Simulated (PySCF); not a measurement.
A structure optimised at PBE-D3(BJ)/def2-SVP, used in a PySCF frequency run:

```xyz
8

W     -0.1139    -0.0570     0.0000
S      1.9856     0.3487     0.0000
F     -0.2294    -1.9280     0.0000
F     -0.9418     1.6725     0.0000
O     -0.6467    -0.0229     1.8202
H     -1.2264     0.6536     2.2164
O     -0.6467    -0.0229    -1.8202
H     -1.2264     0.6536    -2.2164
```

Problem. Write its SMILES, formula and point group.

Solution. [OH][W]([OH])([F])([F])=[S], F₂H₂O₂SW, Cs

Problem. What are its rotational constants (standard atomic weights)?

Solution. 2.0628, 1.8117, 1.7300 GHz
